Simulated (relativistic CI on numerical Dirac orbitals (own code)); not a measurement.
Hg LXV: q coefficients and field-shift factors

Computed by Dirac-Coulomb-Breit CI, orbitals from a KLI potential per configuration, derivatives by finite differences, unscaled Slater integrals, QED left out (own radial code, finite nucleus).

Configuration list (outside the closed core [Ne]): 3s²3p⁴, 3s²3p³3d, 3s3p⁵, 3s²3p²3d², 3p⁶, 3s3p⁴3d, 3p⁴3d², 3s3p³3d². Levels of other configurations are missing.

With x = (α/α₀)² − 1 an excitation energy changes as ω = ω₀ + qx; K = 2q/ω₀ is the relative enhancement. Terms are leading LS components, so labels can repeat. The field-shift factor is F = δν/δ⟨r²⟩ for the transition from the lowest level.

Lowest level 3s²3p⁴ ³P2.

```tsv
Level	ω₀ (cm⁻¹)	q (cm⁻¹)	K	F (GHz/fm²)
3s²3p⁴ ¹S0	178479	13900	0.156	2.79
3s²3p³3d ³D°2	2122153	140300	0.132	35.5
3s²3p³3d ³P°0	2200828	153500	0.139	35.4
3s²3p³3d ³D°1	2202855	154200	0.14	13.3
3s²3p³3d ³F°3	2205166	142800	0.13	42.3
3s²3p³3d ³F°4	3087639	1.086e+06	0.703	77.1
3s²3p³3d ³D°2	3158141	1.125e+06	0.713	3.59
3s²3p³3d ³D°3	3327703	1.114e+06	0.669	61.3
3s²3p³3d ³D°1	3429666	1.13e+06	0.659	51.5
3s²3p⁴ ³P1	4094525	5.258e+06	2.57	-1090
3s²3p⁴ ¹D2	4178946	5.234e+06	2.51	-1100
3s²3p²3d² ³F2	4314078	315000	0.146	45.2
3s²3p²3d² ³P0	4544149	327600	0.144	42.3
3s²3p²3d² ³F3	5324218	1.276e+06	0.479	52.1
3s²3p²3d² ³P2	5427193	1.275e+06	0.47	50.7
3s²3p²3d² ¹G4	5470697	1.26e+06	0.461	50.8
3s²3p²3d² ³P1	5474562	1.294e+06	0.473	42
3s3p⁵ ³P°2	5822794	5.68e+06	1.95	-12200
3s3p⁵ ¹P°1	5995241	5.561e+06	1.86	-7560
3s²3p³3d ³F°2	6121661	5.381e+06	1.76	-1090
3s²3p³3d ⁵D°0	6133851	5.388e+06	1.76	-1080
3s²3p³3d ³D°1	6158548	5.457e+06	1.77	-3510
3s²3p³3d ³G°3	6193508	5.377e+06	1.74	-1050
```

At this charge energies of transitions that change n are usually good to better than 1 %, and those within a shell (Δn = 0) to a few per cent.
